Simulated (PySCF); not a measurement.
**Electronic structure of Sr (strontium, neutral) at the PBE level**

Configuration: [Kr] 5s1 6s1, high-spin 3S determinant (an excited configuration). Computed with PySCF 2.14 in aug-cc-pwCVTZ-X2C (10s9p7d3f, 93 functions), with scalar relativity by spin-free X2C-1e.

```json
{
 "Total energy": "-3178.77 hartree",
 "One-electron energy": "-4391.87 hartree",
 "Hartree (Coulomb) energy": "1318.48 hartree",
 "Exchange-correlation energy": "-105.37 hartree",
 "⟨S²⟩": "2.0002",
 "⟨L²⟩": "0.000",
 "Sum of ⟨r⟩": "36.35 bohr",
 "Sum of ⟨r²⟩": "155.2 bohr²",
 "Langevin diamagnetic susceptibility": "-123 ×10⁻⁶ cm³/mol"
}
```

| shell | electrons | mean orbital energy (eV) | rms radius, mean of both spins (bohr) |
| --- | --- | --- | --- |
| 1s α | 1 | -15922.0 | 0.0450 |
| 1s β | 1 | -15922.0 | 0.0450 |
| 2s α | 1 | -2160.4 | 0.187 |
| 2s β | 1 | -2160.4 | 0.187 |
| 2p α | 3 | -1920.6 | 0.166 |
| 2p β | 3 | -1920.6 | 0.166 |
| 3s α | 1 | -337.04 | 0.527 |
| 3s β | 1 | -337.02 | 0.527 |
| 3p α | 3 | -259.56 | 0.538 |
| 3p β | 3 | -259.53 | 0.538 |
| 3d α | 5 | -131.59 | 0.550 |
| 3d β | 5 | -131.56 | 0.550 |
| 4s α | 1 | -44.150 | 1.45 |
| 4s β | 1 | -44.045 | 1.45 |
| 4p α | 3 | -26.087 | 1.68 |
| 4p β | 3 | -25.928 | 1.68 |
| 5s α | 1 | -5.788 | 4.20 |
| 6s α | 1 | -1.370 | 10.5 |

The outer electron is Rydberg-like, and this basis confines it to a smaller radius and binds it less than a complete one would.

Densities and radii are taken from the X2C orbitals without a picture-change correction, which distorts them close to the nucleus.
